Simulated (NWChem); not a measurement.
# C₂H₆O₂Si; SMILES C[Si@H](C=O)O

```xyz
11

C     -0.9168    -1.8156    -0.4480
Si     0.0729    -0.5028     0.4336
O      1.5891    -0.2903    -0.2098
C     -0.6739     1.2605     0.1646
O      0.0521     2.0831    -0.3526
H     -0.4175    -2.7934    -0.3621
H     -1.0235    -1.5817    -1.5181
H     -1.9214    -1.9117    -0.0059
H      0.1190    -0.7896     1.9000
H      1.6867     0.6357    -0.4849
H     -1.7198     1.5563     0.4524
```
Atoms are numbered in this order, from 1.

Results from NWChem. Structure relaxed at the PBE0/def2-SVP level. Level: PBE0/def2-SVP with SMD (1 M gas to 1 M solution), gas-phase geometry. Reactions with the solvent are ignored.

Estimate the computed values for solvent toluene. Quantities: solvation free energy (kcal/mol); cavity-dispersion-structure term (kcal/mol); dipole in solution (D).


```
Item                                         Value
-------------------------------------------  -----
solvation free energy (kcal/mol)              -2.9
cavity-dispersion-structure term (kcal/mol)   -0.7
dipole in solution (D)                        2.69
```
